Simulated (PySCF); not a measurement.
A ladder of Hamiltonians for Ag³⁷⁺ (silver, charge +37)

Occupied: 1s1/2, 2s1/2, 2p1/2, 2p3/2. Hartree-Fock calculated with PySCF 2.14 in an uncontracted even-tempered set (20 s from 5.3 bohr⁻², ratio 2.3; 15 p from 6.4 bohr⁻², ratio 2.3), Gaussian nucleus throughout. NR is non-relativistic, sf-X2C the spin-free one-electron X2C Hamiltonian, X2C adds the bare one-electron spin-orbit term, X2C-SNSO screens it by Boettger's factors, DC is four-component Dirac-Coulomb, and the Gaunt and Breit terms are added at first order (total energies over the DC spinors, levels after relaxing the spinors in that mean field). QED terms are absent. Levels marked empty are virtual spinors of this ion.

```tsv
Hamiltonian	E (hartree)
NR	-4021.3169
sf-X2C	-4126.1547
X2C	-4127.0624
X2C-SNSO	-4126.9847
DC	-4128.0879
DC+Gaunt	-4124.8306
DC+Breit	-4125.1146
```

| level (eV) | NR | sf-X2C | X2C | X2C-SNSO | DC | DC+Gaunt | DC+Breit |
| --- | --- | --- | --- | --- | --- | --- | --- |
| 1s1/2 | -27126.0 | -27933.5 | -27932.1 | -27932.2 | -27952.5 | -27898.7 | -27902.1 |
| 2s1/2 | -5776.8 | -5995.9 | -5995.6 | -5995.6 | -5998.0 | -5992.7 | -5993.0 |
| 2p1/2 | -5542.6 | -5615.7 | -5748.2 | -5742.2 | -5743.2 | -5733.9 | -5734.9 |
| 2p3/2 | -5542.6 | -5615.7 | -5555.2 | -5557.7 | -5559.4 | -5552.8 | -5553.8 |
| 3s1/2 (empty) | -2306.9 | -2372.5 | -2372.4 | -2372.4 | -2373.0 | -2371.6 | -2371.8 |
| 3p1/2 (empty) | -2230.3 | -2258.7 | -2291.7 | -2290.2 | -2290.5 | -2288.1 | -2288.5 |
| 3p3/2 (empty) | -2230.3 | -2258.7 | -2243.6 | -2244.3 | -2244.6 | -2243.0 | -2243.3 |

**Question.** How large are the two-electron picture-change error of X2C and the Breit correction in the total energy?

**Answer.** X2C-1e lies 1.0255 hartree above Dirac-Coulomb; Gaunt adds 3.2573 and the full Breit term 2.9733 hartree.

```csv
interval (eV),X2C,X2C-SNSO,DC,DC+Gaunt,DC+Breit
2p3/2 − 2p1/2,193.0,184.5,183.8,181.1,181.1
3p3/2 − 3p1/2,48.09,45.97,45.88,45.15,45.15
```

Weight of the small component: 1s1/2 0.0297, 2s1/2 0.00648, 2p1/2 0.00642, 2p3/2 0.00618, 3s1/2 0.00243, 3p1/2 0.00239, 3p3/2 0.00234.

Koopmans' value for the highest occupied level at DC+Breit: 5553.8 eV, against an ionisation energy of 5558 ± 3 eV (semi-empirical (NIST evaluation); NIST Atomic Spectra Database, ionization energies); the former lacks relaxation, correlation, QED and recoil.

The whole ladder took 95 s of wall time on 1 thread of Intel(R) Xeon(R) 6975P-C (shared host), launched as `OMP_NUM_THREADS=1 python relrun2.py TASK.json OUT` (a driver that calls PySCF for each Hamiltonian).
